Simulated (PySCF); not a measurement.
GaH₃. Atoms are numbered in the order given.

```xyz
4

Ga     0.0000     0.0000     0.0000
H      1.5686     0.0000     0.0000
H     -0.7843     1.3585     0.0000
H     -0.7843    -1.3585     0.0000
```
Charge 0, spin multiplicity 1.

Geometry: PBE0-D3(BJ)/def2-TZVPD. The isomer is the one that the SMILES or the coordinates give; other isomers of the formula were not compared.

Calculation: PySCF with CAM-B3LYP/def2-TZVPD.

Gas-phase values at a fixed geometry.

Computed frontier levels, gap, dipole moment and polarisability:
- highest occupied level: -10.00 eV
- lowest empty level: -0.95 eV
- orbital gap: 9.05 eV
- dipole moment: 0.000 e·Å
- quadrupole, principal values (traceless, Buckingham form, about the centre of nuclear charge): -2.72, -2.72, 5.44 D·Å
- mean static polarisability: 33.1 bohr³ (4.90 Å³)
- polarisability, principal values: 25.8, 36.8, 36.8 bohr³
